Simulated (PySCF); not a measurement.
Species: C₇H₇FSi (triplet state).
Structure used (GFN2-xTB), in Å, numbered top down from 1:
```
atom  x, y, z in Å
F1    -3.929   -0.396    0.269
C2    -2.590   -0.264    0.177
C3    -1.785   -1.376    0.395
C4    -0.424   -1.248    0.301
C5     0.184    0.008   -0.016
C6     1.528    0.133   -0.109
Si7    3.321    0.354   -0.228
C8    -0.692    1.119   -0.229
C9    -2.052    0.980   -0.133
H10   -2.243   -2.324    0.634
H11    0.219   -2.098    0.465
H12    3.659    1.720   -0.658
H13    3.908    0.105    1.094
H14    3.853   -0.598   -1.210
H15   -0.253    2.075   -0.469
H16   -2.712    1.818   -0.295
```

The hyperfine couplings belong to this conformer and change with its torsions.

The species is `Fc1ccc([C][SiH3])cc1` [triplet].

Computed, not measured: UKS B3LYP, pcH-1 on C F H Si, non-relativistic, mean-field spin-orbit, GIAO (PySCF 2.14.0). Geometry: GFN2-xTB; no solvent, vibrations or thermal averaging. This triplet need not be the ground state; the singlet was not compared here. A GFN2-xTB geometry isn't a minimum of the functional, and hyperfine couplings can be far from their values at a DFT geometry. Stability of the SCF solution: not tested.

Q: Give the principal g shifts and their parts.

A: 
```tsv
Δg (ppm)	1	2	3
relativistic mass correction	-147	-147	-147
gauge correction	18	34	17
orbital Zeeman/spin–orbit	201	252	562
total	72	139	432
```

So g = 2.00239, 2.00246, 2.00275 and g_iso = 2.00253; the tensor is rhombic: the two nearest values differ by 19 % of g3 − g1. Axes: g2 points within 2° of the C6–Si7 bond.

Q: At 9.52 GHz, how far is the centre of the isotropic spectrum from where a free electron (g = 2.002319) resonates, zero-field splitting left aside?

A: B = hν/(g μB) with μB/h = 13.99624 MHz/mT gives 339.70 mT for the free electron and 339.66 mT at g_iso, 0.04 mT lower.

Q: Average each term over the three axes. Which is largest in size?

A: The orbital-Zeeman/spin–orbit term 338, the mass correction -147 and the gauge correction 23 ppm, for a total of 214 ppm. The orbital-Zeeman/spin–orbit term is the largest in size. The mass correction is the same along every axis, so the anisotropy comes from the other two: their spans along these axes are 17 (gauge) and 361 ppm (orbital Zeeman/spin–orbit).

Q: What effective moment and Curie constant follow for a powder at temperatures where kT is far above the zero-field splitting?

A: With the mean of g² = 4.0101 and S(S+1) = 2.00: μ_eff = √(⟨g²⟩S(S+1)) = 2.832 μB and χT = 0.12505·⟨g²⟩·S(S+1) = 1.003 cm³ K/mol (cgs; spin-Hamiltonian part alone).

The Mulliken spin populations are largest on C6 (+1.66), C5 (-0.30), C4 (+0.28) and C8 (+0.28). Four atoms exceed +0.15. The positive populations add up to 2.65 and the negative ones to -0.65, together 2S = 2.

The HOMO–LUMO gaps are 4.51 eV among the α and 4.87 eV among the β orbitals.
